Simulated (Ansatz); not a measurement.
A nudged elastic band was laid between two geometries of FH + H4Sn (7 atoms, charge 0, multiplicity 1).

All numbers below come from RKS PBE-D4/def2-TZVP in Ansatz.

| Quantity | Value |
| --- | --- |
| movable images | 5 |
| climbing image | yes |
| spring | 5.0 eV/Å² |
| optimiser | fire |
| start path | through a guess of the saddle point |
| force threshold | 0.05 eV/Å |
| iteration limit | 60 |
| end points | relaxed |

First end point:

```xyz
7
Properties=species:S:1:pos:R:3
Sn -0.721 -0.460 -0.395
H 0.988 -0.489 -0.092
H -1.067 -1.814 -1.386
H -1.529 -0.576 1.108
H -1.097 1.003 -1.198
H 1.621 0.775 0.737
F 1.805 1.561 1.226
```

Last end point:

```xyz
7
Properties=species:S:1:pos:R:3
Sn -0.969 0.194 -0.429
H 2.248 -1.041 1.128
H -0.346 -1.025 -1.461
H -1.424 -0.374 1.124
H -2.139 1.204 -1.172
H 2.083 -0.340 0.905
F 0.547 1.382 -0.095
```

(1) What changes between the two ends?

(2) What energy profile does the band end with?

(3) What is the geometry of the highest image?

The band took 41 iterations and roughly 9 core-minutes.

Answers

(1) Bonds broken: Sn1–H2, H6–F7. Bonds formed: Sn1–F7, H2–H6. FH + H4Sn becomes FH3Sn + H2.

(2) The run converged. The highest image is number 3 of 0 to 6, 23.1 kcal/mol above the first end and 30.7 kcal/mol above the last; the last end lies 7.6 kcal/mol below the first. Another band between the same ends (5 images) ends at a top of the same energy, where a vibrational analysis finds 1 clearly imaginary mode. The orbitals stay closed-shell, which can raise the energy where a bond breaks towards radicals; this wasn't checked here.

```csv
image,path coordinate (Å),energy (kcal/mol),Sn1–H2 (Å),H6–F7 (Å),Sn1–F7 (Å)
0,0.00,0.0,1.74,0.94,3.62
1,0.58,0.9,1.75,0.95,3.16
2,1.17,8.7,1.81,0.98,2.66
3,1.75,23.1,2.04,1.22,2.25
4,2.55,2.6,2.56,1.79,1.99
5,3.36,-6.2,3.16,2.12,1.96
6,4.17,-7.6,3.78,2.51,1.95
```

(3) 
```xyz
7
Properties=species:S:1:pos:R:3
Sn -0.580 -0.117 -0.212
H 1.323 -0.729 0.199
H -0.570 -1.483 -1.271
H -1.362 -0.450 1.269
H -1.134 1.246 -1.091
H 1.393 0.204 0.478
F 0.930 1.328 0.629
```

Time of the run: 4.7 min on 2 threads of Intel(R) Xeon(R) Platinum 8259CL CPU @ 2.50GHz (Skylake/Cascade Lake), with other jobs on the host, peak memory 0.18 GiB.
